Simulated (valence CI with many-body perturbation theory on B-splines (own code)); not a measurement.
## Ladder of approximations for Ar¹⁰⁺

Computed by valence CI with perturbative core correlation (CI+MBPT): six valence electrons over a frozen Dirac-Fock core [He], radial functions for each j: 9 s, 9 p, 8 d, 6 f, 3 g, 1 h, with the one-electron correlation potential Σ1 (screened to all orders), the two-electron term Σ2, the three-electron term Σ3, Breit, model QED; selected single and double excitations, second order for the rest, scaled by the run's own slope (own B-spline code, finite nucleus).

No measured spectrum was set against this ion. As an estimate, levels of excited configurations hold to 0.05 to 0.15 % of their energy, terms of the ground configuration to about 0.5 %. Among the levels kept, up to 3000 cm⁻¹ of a level comes from second order outside the variational space, and about a tenth of that is noise between levels of different J, which matters for small intervals.

Each rung adds one term. CI alone is the Dirac-Coulomb CI over the frozen core; QED comes last and gives the full result, which names the levels. Energies are above 2s²2p⁴ ³P_2 on the same rung, in cm⁻¹.

Names give the largest LS component (configuration and term), which can be under half, so a name can repeat, a term be missing and a line seem to break the LS rules; names also repeat where a configuration has a term twice. Letters in brackets count levels of one name in rising energy.

| Level | CI alone | + Σ1 | + Σ2 | + Σ3 | + Breit | Full |
| --- | --- | --- | --- | --- | --- | --- |
| 2s²2p⁴ ³P_1 | 14575 | 14616 | 14618 | 14613 | 14417 | 14457 |
| 2s²2p⁴ ³P_0 | 18498 | 18542 | 18594 | 18582 | 18253 | 18296 |
| 2s²2p⁴ ¹D_2 | 72396 | 72449 | 72669 | 72475 | 72012 | 72041 |
| 2s²2p⁴ ¹S_0 | 148345 | 148387 | 149135 | 148834 | 148882 | 148887 |
| 2s2p⁵ ³P°_2 | 532967 | 531992 | 530830 | 530326 | 530595 | 529810 |
| 2s2p⁵ ³P°_1 | 545702 | 544760 | 543606 | 543096 | 542878 | 542126 |
| 2s2p⁵ ³P°_0 | 552716 | 551794 | 550668 | 550157 | 549855 | 549122 |
| 2s2p⁵ ¹P°_1 | 736292 | 735346 | 732993 | 731693 | 731769 | 730980 |
| 2p⁶ ¹S_0 | 1244250 | 1242390 | 1238770 | 1237110 | 1237590 | 1236060 |
| 2s²2p³3s ⁵S°_2 | 2483020 | 2484580 | 2484570 | 2484170 | 2482870 | 2483140 |
| 2s²2p³3s ³S°_1 | 2516370 | 2517930 | 2517630 | 2517220 | 2515950 | 2516220 |
| 2s²2p³3s ³D°_1 | 2586190 | 2587780 | 2588070 | 2587380 | 2586490 | 2586760 |
| 2s²2p³3s ³D°_2 | 2586910 | 2588500 | 2588840 | 2588150 | 2586970 | 2587230 |
| 2s²2p³3s ³D°_3 | 2589810 | 2591420 | 2591680 | 2590990 | 2589040 | 2589320 |
| 2s²2p³3s ¹D°_2 | 2604540 | 2606140 | 2606250 | 2605560 | 2604020 | 2604290 |
| 2s²2p³3p ⁵P_1 | 2619270 | 2620650 | 2620360 | 2619960 | 2618920 | 2619000 |
| 2s²2p³3p ⁵P_2 | 2620550 | 2621930 | 2621640 | 2621250 | 2620050 | 2620130 |
| 2s²2p³3p ⁵P_3 | 2623100 | 2624490 | 2624200 | 2623800 | 2622440 | 2622520 |
| 2s²2p³3s ³P°_0 | 2640400 | 2641990 | 2642640 | 2641860 | 2640780 | 2641040 |
| 2s²2p³3s ³P°_1 | 2641970 | 2643570 | 2644180 | 2643390 | 2642160 | 2642430 |
| 2s²2p³3s ³P°_2 | 2646270 | 2647890 | 2648450 | 2647670 | 2646020 | 2646300 |
| 2s²2p³3p ³P_1 [a] | 2650810 | 2652200 | 2652020 | 2651580 | 2650360 | 2650440 |
| 2s²2p³3p ³P_2 [a] | 2651980 | 2653370 | 2653170 | 2652730 | 2651410 | 2651490 |
| 2s²2p³3p ³P_0 [a] | 2652590 | 2653990 | 2653820 | 2653380 | 2652150 | 2652240 |
| 2s²2p³3s ¹P°_1 | 2660550 | 2662160 | 2662610 | 2661830 | 2660380 | 2660650 |
| 2s²2p³3p ¹P_1 [a] | 2706390 | 2707790 | 2707930 | 2707220 | 2706520 | 2706580 |
| 2s²2p³3p ³D_2 [a] | 2715060 | 2716470 | 2716590 | 2715890 | 2714640 | 2714720 |
| 2s²2p³3p ³D_1 [a] | 2718520 | 2719950 | 2720030 | 2719330 | 2717800 | 2717890 |
| 2s²2p³3p ³D_3 [a] | 2719140 | 2720570 | 2720680 | 2719980 | 2718070 | 2718160 |
| 2s²2p³3p ³F_2 | 2724450 | 2725870 | 2725960 | 2725270 | 2724460 | 2724540 |
| 2s²2p³3p ³F_3 | 2727590 | 2729020 | 2729020 | 2728330 | 2727090 | 2727180 |

How does the ionisation energy move along the ladder, and which term matters most?

CI alone 539.91, + Σ1 540.13, + Σ2 540.10, + Σ3 540.05, + Breit 539.85, + QED 539.87 eV. The largest step is Σ1, 0.21 eV, with Breit about as large (-0.19). NIST lists 540.4 ± 0.6 eV (semi-empirical).
